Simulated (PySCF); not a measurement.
Compound: OsO₄ (singlet state).
Geometry (PBE0-D3(BJ)/def2-SVP, Å), atoms numbered from 1 in this order:
```xyz
5
OsO4 angstrom
Os     0.0146   -0.0221   -0.0123
O      0.0263   -0.0458    1.6803
O      1.6065   -0.0395   -0.5867
O     -0.7643    1.3806   -0.5522
O     -0.8082   -1.3837   -0.5912
```

Level of theory: PBE0-D3(BJ)/def2-SVP geometry optimisation, gas phase, def2 core potentials past Kr (PySCF).

Question: Which atoms are bound to Os1, and at what distances?

Answer: 4 atoms: O3 1.692 Å, O2 1.693 Å, O4 1.693 Å, O5 1.693 Å.

Question: What is the shape at Os1?

Answer: Tetrahedral: angles from 109.4° to 109.5°; τ4 = (360° − α − β)/141° = 1.00 with α and β the two widest (0 for a square, 1 for a tetrahedron).

Question: What are the rotational constants (commonest isotopes, rigid rotor)?

Answer: A = 4136, B = 4136, C = 4133 MHz: a spherical top.

Point group: Td (tolerance 0.08 Å). Charge 0, singlet. PBE0-D3(BJ)/def2-SVP frequencies: not computed here.

On one thread, Arm Neoverse V1 (aarch64) (shared host), this took 21 s of wall time and 0.34 GiB of memory at its peak. That covers the optimisation of the geometry.
